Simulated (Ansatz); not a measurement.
C2H6Ga (SMILES C[Ga]C): the highest harmonic wavenumber at each level's own minimum, rung by rung

C2H6Ga, doublet, SMILES `C[Ga]C`. Each level relaxes the structure for itself.

Each level gives the highest harmonic wavenumber at each level's own minimum (cm⁻¹). The values are calculated.

| level | kind | program | value (cm⁻¹) |
| --- | --- | --- | --- |
| UHF/STO-3G | Hartree–Fock | Ansatz | 3764 |
| UHF/3-21G | Hartree–Fock | Ansatz | 3260 |
| UHF/6-31G* (Cartesian functions) | Hartree–Fock | Ansatz | 3282 |
| UB3LYP/6-31G* (Cartesian functions) | global hybrid | Ansatz | 3153 |
| UPBE0-D4/def2-TZVP | global hybrid | Ansatz | 3160 |
| UMP2/6-31G* (Cartesian functions) | perturbation theory | Ansatz | 3224 |

All-electron rows without a relativistic Hamiltonian named are non-relativistic. Harmonic and unscaled. The values span 3153 to 3764 cm⁻¹. Spin contamination of the reference (⟨S²⟩ at least 0.1 too high) touches UHF/STO-3G. In the correlated wave-function rows the outer d shell of Ga is correlated, in sets not made for it. Without the sets that lack polarisation functions the rows with a basis span only 3153 to 3282 cm⁻¹.
